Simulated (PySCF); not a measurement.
The numbers are results of PBE-D3(BJ)/def2-TZVP // B3LYP-D3(BJ)/def2-SVP (PySCF 2.14.0), not measurements. Gas-phase values, no solvent. One relaxed conformer stands for a flexible species; it need not be the lowest. Excitations are Tamm–Dancoff values on a coarser integration grid. The basis has no diffuse functions, so Rydberg states are missing or too high.

Reference species (SMILES): `c1csc2c1cc(C=C)c(c2)B` (neutral, multiplicity 1).

| Quantity | Value |
|---|---|
| S1 oscillator strength | 0.075 |
| HOMO | -5.55 eV |
| brightest of the four lowest singlets (TDA) | 3.91 eV |
| HOMO–LUMO gap | 2.74 eV |

After one change: the S1 oscillator strength falls by 0.029; the HOMO goes up by 0.05 eV; the brightest of the four lowest singlets (TDA) goes up by 0.25 eV; the HOMO–LUMO gap goes up by 0.06 eV.

Task: What was changed between the two runs? The new species is one of these.
A) `Bc1ccc(C=C)c2ccsc12`
B) `Bc1cc2ccsc2cc1C=C`
C) `Bc1cc(C=C)cc2sccc12`
D) `Bc1c(C=C)sc2ccccc12`

Result: B, `Bc1cc2ccsc2cc1C=C`
